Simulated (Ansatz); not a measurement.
Ca (SMILES [Ca+]), charge +1, doublet; HF/6-31G** in Ansatz (an electronic-structure program).

Here is a job for Ansatz.
Ansatz 0.2 input:
```yaml
crystal:
  periodic: [false, false, false]
  atoms:
    - {symbol: Ca, position_ang: [0.00000000, 0.00000000, 0.00000000]}
basis:
  gaussian:
    orbitals: 6-31G__.json
hamiltonian:
  xc: hf
total_charge: 1
magnetization: {spin_polarized: true, initial_magnetization: 1}
accuracy: high
```
The basis file holds 6-31G** in the JSON format of the Basis Set Exchange.

Question: What does Ansatz print? Leave out banner, timings and long lists.

Answer: 
```
Functional definition: HF
315 factors; integrals over basis functions are off by at most 2.4e-9 eV
mean field evaluation 1: about -18409.0394 eV, gradient 9.1e-1 eV
mean field evaluation 2: about -18409.0406 eV, gradient 9.1e-1 eV
mean field evaluation 4: about -18409.0691 eV, gradient 2.9e-2 eV
mean field evaluation 8: about -18409.0691 eV, gradient 5.6e-9 eV
mean field -18409.06908502 eV, -676.5208107592 hartree, gradient 1.1e-8 eV, S^2 0.750182; 0 other end points of the search recorded, 0 dependent functions left out
reference -18409.06908502 eV, -676.5208107592 hartree; 10, 9 occupied and 25, 26 virtual orbitals, 315 factors
Total energy: -18409.06908502 eV, -676.5208107592 hartree
```
